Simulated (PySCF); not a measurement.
A side-by-side comparison of computed properties.

First species: C₇H₁₂Si.
Numbering: `[CH:1]#[C:2][C@:3]([CH3:4])([CH:5]=[CH2:6])[SiH2:7][CH3:8]` (hydrogens: H9 on C1; H10, H11, H12 on C4; H13 on C5; H14, H15 on C6; H16, H17 on Si7; H18, H19, H20 on C8)

Cartesian coordinates in Å at the GFN2-xTB level; atoms count from 1:
```xyz
20
C7H12Si angstrom
C      0.079    2.583    0.151
C     -0.182    1.423    0.003
C     -0.461    0.018   -0.204
C     -0.477   -0.273   -1.710
C     -1.767   -0.384    0.408
C     -2.421    0.283    1.343
Si     0.932   -0.994    0.682
C      2.610   -0.560   -0.089
H      0.290    3.602    0.283
H     -1.302    0.257   -2.186
H     -0.601   -1.340   -1.891
H      0.450    0.055   -2.174
H     -2.158   -1.321    0.034
H     -3.351   -0.078    1.751
H     -2.054    1.218    1.731
H      0.896   -0.644    2.104
H      0.636   -2.422    0.496
H      2.766    0.515   -0.104
H      3.418   -1.006    0.480
H      2.692   -0.921   -1.110
```

Second species: vinylcyanodiacetylene, C7H3N.
Bonds: C1–C2 (double), C2–C3, C3–C4 (triple), C4–C5, C5–C6 (triple), C6–C7, C7–N8 (triple). Hydrogens: H9, H10 on C1; H11 on C2.

Levels: PBE0/pcSseg-1 for dipole moment, HOMO energy, LUMO energy and HOMO–LUMO gap; GFN2-xTB for rotational constant A and rotational constant C. Geometries: GFN2-xTB. All species are isolated and taken at one optimised geometry, non-relativistic unless stated; the electronic structure was computed with PySCF and density fitting.

Dipoles, sizes and rotational constants follow the conformer. The torsions of the flexible species, by atom-mapped SMILES:
- `[CH:1]#[C:2][C@:3]([CH3:4])([CH:5]=[CH2:6])[SiH2:7][CH3:8]`: C2–C3–C5–C6 -19°, C2–C3–Si7–C8 -61°

Values for the first species:

* Dipole moment: 0.80 D
* HOMO energy: -6.98 eV
* LUMO energy: 0.15 eV
* HOMO–LUMO gap: 7.13 eV
* Rotational constant A: 2.102 GHz
* Rotational constant C: 1.144 GHz

Question: Estimate the same properties for the second species, and the change in each.

Answer: 
```json
{"property": "dipole moment", "first": "0.80 D", "second": "6.18 D", "second less first": "+5.38 D"}
{"property": "HOMO energy", "first": "-6.98 eV", "second": "-7.53 eV", "second less first": "-0.55 eV"}
{"property": "LUMO energy", "first": "0.15 eV", "second": "-2.76 eV", "second less first": "-2.91 eV"}
{"property": "HOMO–LUMO gap", "first": "7.13 eV", "second": "4.77 eV", "second less first": "-2.36 eV"}
{"property": "rotational constant A", "first": "2.102 GHz", "second": "35.852 GHz", "second less first": "+33.750 GHz"}
{"property": "rotational constant C", "first": "1.144 GHz", "second": "0.568 GHz", "second less first": "-0.576 GHz"}
```

On the first: In atomic units the dipole is 0.31 e·bohr (1 au = 2.5417 D). A dipole of 0.80 D is allowed in C1, and pure rotational transitions are dipole-allowed.

On the second: In atomic units the dipole is 2.43 e·bohr (1 au = 2.5417 D).
